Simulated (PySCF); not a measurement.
C4H9 (SMILES C[CH]CC), doublet, geometry from GFN2-xTB. Base run: HF/STO-3G in PySCF.

Input for PySCF:
```python
from pyscf import gto, scf

mol = gto.Mole()
mol.atom = '''
    C     0.80227852    1.76477179   -0.15694418
    C     0.52141927    0.40038107    0.33521225
    C    -0.74490807   -0.31053583    0.05376212
    C    -0.53438974   -1.81153526   -0.16655504
    H     1.85278878    1.87333439   -0.43366452
    H    -1.48498727   -2.30741758   -0.34953270
    H     0.60506598    2.52119607    0.61469385
    H     0.18232470    2.00638185   -1.01869520
    H    -0.07242301   -2.26159652    0.70904246
    H     0.11552400   -1.97990561   -1.02198077
    H     1.21029694   -0.04478302    1.03354459
    H    -1.22945641    0.12710158   -0.82320378
    H    -1.44553349   -0.19280169    0.89694506
'''
mol.basis = 'sto-3g'
mol.spin = 1
mol.verbose = 5
mol.build()

mf = scf.UHF(mol)
mf.kernel()
mo_i, mo_e, stable_i, stable_e = mf.stability(internal=True, external=True, return_status=True, nroots=6, tol=1e-6)
print('internally stable:', stable_i, ' externally stable:', stable_e)
if not stable_i:
    umf = mf.copy()
    umf.scf_summary = {}
    umf.kernel(umf.make_rdm1(mo_i, mf.mo_occ))
mf.analyze()
```

The bond that is stretched is that between atoms 8 and 1. A test that says stable can miss a lower solution.

The base run was repeated with changes; each row names its change, and settings that it needs were set with it.

| change | ΔE vs base (kcal/mol) | <S^2> | E after following the instability (Eh) | <S^2> there | stability test says | outcome |
|---|---|---|---|---|---|---|
| base | 0.000 | 0.766 | - | - | stable | converged |
| bond × 1.25 | 27.18 | 0.766 | - | - | stable | converged |
| bond × 1.5 | 77.0 | 0.779 | -154.70294 | 0.92 | internal instability | converged |
| bond × 1.8 | 137.1 | 0.766 | -154.66451 | 1.51 | internal instability | converged |
| bond × 2.2 | - | - | - | - | - | not converged |
| bond × 3.0 | 112.6 | 1.756 | - | - | external instability | converged |

On stretching, the SCF can end on different states; <S^2> shows the spin contamination of each.
